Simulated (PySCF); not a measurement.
**Working with the constants of AsO**

B3LYP constants of AsO, ²Π (doublet), unpaired electrons π ↑ (PySCF, scalar-relativistic core potentials, basis sets As cc-pVDZ-PP with ECP10, O cc-pVDZ; masses 74.9216 and 15.9949 u):

```
ωe           : 966.1 cm⁻¹
ωexe         : 3.65 cm⁻¹
Be           : 0.47268 cm⁻¹
αe           : 0.00271 cm⁻¹
De to As + O : 4.59 eV
```

Q: What force constant and bond length do these constants imply?

A: Reduced mass μred = 13.181 u; k = 5.8918×10⁻⁷·μred·ωe² (u, cm⁻¹, mdyn/Å) = 7.25 mdyn/Å; Re = √(16.8576/(μred·Be)) (u, cm⁻¹, Å) = 1.645 Å.

Q: Estimate the centrifugal constant D from the Kratzer relation and find the Dunham coefficient a1.

A: D = 4Be³/ωe² = 4.53e-07 cm⁻¹; a1 = −1 − αeωe/(6Be²) = -2.95.

Spin–orbit coupling is left out. The state is the lowest determinant that a PBE0 search found; another state may lie lower at other levels.
